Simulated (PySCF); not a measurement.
Stretching RbH

Set-up: Rb def2-TZVP with ECP28, H def2-TZVP; scalar-relativistic core potentials (PySCF 2.14). Energies in eV from Rb + H in their ground configurations at the same level. State: ¹Σ⁺ (singlet), closed shell.

All columns are PBE0. A positive dipole means Rb(−)H(+).

| R (Å) | E (eV) | μ (D) | Mulliken charge on Rb (basis-dependent) | HOMO (eV) | LUMO (eV) | Mayer bond order | ⟨S²⟩ |
| --- | --- | --- | --- | --- | --- | --- | --- |
| 2.080 | -1.315 | -6.99 | 0.43 | -4.22 | -0.98 | 0.81 | 0.00 |
| 2.177 | -1.447 | -7.37 | 0.42 | -4.20 | -1.03 | 0.82 | 0.00 |
| 2.274 | -1.523 | -7.73 | 0.41 | -4.18 | -1.09 | 0.82 | 0.00 |
| 2.346 | -1.552 | -7.99 | 0.40 | -4.15 | -1.13 | 0.83 | 0.00 |
| 2.419 | -1.560 | -8.24 | 0.40 | -4.13 | -1.17 | 0.84 | 0.00 |
| 2.492 | -1.552 | -8.49 | 0.39 | -4.10 | -1.21 | 0.84 | 0.00 |
| 2.588 | -1.521 | -8.81 | 0.39 | -4.06 | -1.26 | 0.85 | 0.00 |
| 2.709 | -1.459 | -9.20 | 0.38 | -4.00 | -1.33 | 0.85 | 0.00 |
| 2.854 | -1.361 | -9.65 | 0.38 | -3.93 | -1.41 | 0.86 | 0.00 |
| 3.048 | -1.207 | -10.21 | 0.37 | -3.84 | -1.51 | 0.86 | 0.00 |

A fit through these points gives, at Re = 2.417 Å, μ = -8.24 D and dμ/dR = -3.46 D/Å; the reduced mass is 0.996 u.

**Question.** How strong is the fundamental in the double-harmonic approximation, I = 42.26·(dμ/dR)²/μred km/mol?

**Answer.** I = 42.26·(-3.46)²/0.996 = 508 km/mol at PBE0.
